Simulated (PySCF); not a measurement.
C11H7NS, SMILES N#Cc1ccc(-c2ccccc2)s1, GFN2-xTB optimised geometry.

```
20

N     -4.95     1.98    -0.02
C     -3.96     1.41    -0.01
C     -2.76     0.70    -0.01
C     -2.59    -0.66     0.00
C     -1.24    -1.04     0.00
C     -0.37     0.02     0.00
C      1.08     0.00     0.00
C      1.79    -1.20     0.00
C      3.17    -1.20     0.00
C      3.88    -0.01     0.00
C      3.18     1.19     0.00
C      1.80     1.20     0.00
S     -1.23     1.53    -0.01
H     -3.41    -1.35     0.00
H     -0.93    -2.07     0.01
H      1.26    -2.14     0.00
H      3.71    -2.14     0.00
H      4.95    -0.01     0.00
H      3.72     2.13     0.00
H      1.27     2.14     0.00
```

Density from PBE/def2-SVP (PySCF) at that geometry.

Minimum of the electron density along straight lines between bonded atoms, close to the bond critical point (lines longer than 1.1 times the sum of covalent radii, or with two minima, are not listed):

| bond | length / Å | ρ at the minimum / e bohr⁻³ | ∇²ρ there / e bohr⁻⁵ | position (fraction from the first atom) |
|---|---|---|---|---|
| N1–C2 | 1.149 | 0.472 | [?] | 0.66 |
| C2–C3 | 1.395 | 0.292 | -0.72 | 0.52 |
| C3–C4 | 1.374 | 0.310 | -0.75 | 0.51 |
| C4–C5 | 1.399 | 0.300 | -0.72 | 0.50 |
| C5–C6 | 1.375 | 0.312 | -0.75 | 0.49 |
| C6–C7 | 1.449 | 0.274 | -0.64 | 0.51 |
| C7–C8 | 1.398 | 0.301 | -0.73 | 0.50 |
| C8–C9 | 1.381 | 0.311 | -0.77 | 0.50 |
| C9–C10 | 1.385 | 0.309 | -0.77 | 0.50 |
| C10–C11 | 1.385 | 0.309 | -0.76 | 0.50 |
| C7–C12 | 1.397 | 0.303 | -0.73 | 0.50 |
| C11–C12 | 1.380 | 0.311 | -0.77 | 0.50 |
| C3–S13 | 1.736 | 0.207 | -0.42 | 0.47 |
| C6–S13 | 1.738 | 0.208 | -0.41 | 0.47 |
| C4–H14 | 1.076 | 0.283 | -1.09 | 0.64 |
| C5–H15 | 1.075 | 0.282 | -1.07 | 0.64 |
| C8–H16 | 1.079 | 0.282 | -1.06 | 0.63 |
| C9–H17 | 1.080 | 0.281 | -1.06 | 0.63 |
| C10–H18 | 1.079 | 0.282 | -1.06 | 0.63 |
| C11–H19 | 1.080 | 0.282 | -1.06 | 0.63 |
| C12–H20 | 1.081 | 0.281 | -1.04 | 0.63 |

Q: Fill in the missing entries.

A: 
- N1–C2, ∇²ρ there / e bohr⁻⁵: 0.39
